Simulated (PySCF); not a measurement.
**Static response to an electric field**

C₅H₇NO₂.
Atom-mapped SMILES: `[CH3:1][O:2][CH2:3][c:4]1[cH:5][o:6][cH:7][n:8]1` (hydrogens: H9, H10, H11 on C1; H12, H13 on C3; H14 on C5; H15 on C7)

Geometry (GFN2-xTB, Å), atoms numbered from 1 in this order:
```xyz
15
C5H7NO2 angstrom
C     -2.038   -0.252    0.779
O     -1.704   -0.516   -0.563
C     -0.733    0.367   -1.080
C      0.618    0.161   -0.472
C      1.412   -0.948   -0.471
O      2.526   -0.667    0.239
C      2.362    0.596    0.641
N      1.255    1.134    0.255
H     -2.470    0.749    0.887
H     -2.774   -1.001    1.065
H     -1.165   -0.329    1.436
H     -0.698    0.160   -2.154
H     -1.029    1.412   -0.917
H      1.309   -1.922   -0.900
H      3.123    1.062    1.234
```

Level: CAM-B3LYP/def2-SVPD (PySCF), static field, nuclei fixed, core orbitals frozen in the response. The polarisability tensor in these axes (au):

```
x   79.73 -0.32  5.62
y   -0.32 67.51  4.53
z    5.62  4.53 61.58
```

Question: Diagonalise the tensor; give its mean and Δα, where Δα² is half the sum of the squared differences of the eigenvalues.

Answer: Principal values 57.91, 69.51 and 81.40 au; mean 69.61 au = 10.31 Å³ = 11.48 × 10⁻⁴⁰ C²·m²/J; Δα = 20.34 au (29 % of the mean).

Question: What is the dipole moment, and where does it point?

Answer: (0.83, -0.45, 0.39) D, 1.02 D in size, pointing from the negative to the positive side. Measured along this direction, the outermost atoms are H9 at the negative end and H15 and O6 at the positive end.

Question: Refractivity n − 1 of an ideal gas of it at 350 K and 1 atm, from the electronic α?

Answer: N = p/kT = 2.0968 × 10¹⁹ cm⁻³, so n − 1 = 2π × N × 10.31 × 10⁻²⁴ cm³ = 1359 × 10⁻⁶ at long wavelengths, for an ideal gas.

Question: What depolarisation ratio follows for Rayleigh scattering of linearly polarised light, taking the static tensor?

Answer: ρ = 3Δα²/(45ᾱ² + 4Δα²) = 1240.9/(218035 + 1654.6) = 0.00565.

Question: In TDDFT the mean static polarisability is Σ f/ω² over all singlet excitations (ω in hartree). How much of it do the 8 lowest give? Their energies (eV) and oscillator strengths: 6.22, 0.1126; 6.50, 0.0031; 6.85, 0.0143; 7.03, 0.0068; 7.25, 0.0731; 7.51, 0.0129; 7.84, 0.0061; 7.87, 0.0211.

Answer: They add up to 4.06 au, 5.8 % of the 69.61 au; the largest single term is 2.15 au, from the state at 6.22 eV. Terms in order: 2.15, 0.05, 0.23, 0.10, 1.03, 0.17, 0.07, 0.25 au. Higher excitations give the rest. The strengths listed sum to 0.250.

Question: Find the Langevin capture rate constant for NO+ (29.998 u) meeting this molecule (113.048 u), k = 2.342 × 10⁻⁹ cm³/s × √(α in Å³ / reduced mass in u).

Answer: The reduced mass is 23.71 u, so k = 1.54 × 10⁻⁹ cm³/s. The formula leaves out the permanent dipole, which adds to the capture rate.

One conformer (not necessarily the lowest) at the GFN2-xTB geometry, without solvent, vibrations or thermal averaging.

The run behind these numbers computed excited states as well. On Arm Neoverse V1, one thread, on a shared host, this took 46 s and 1.0 GiB of memory at its peak.
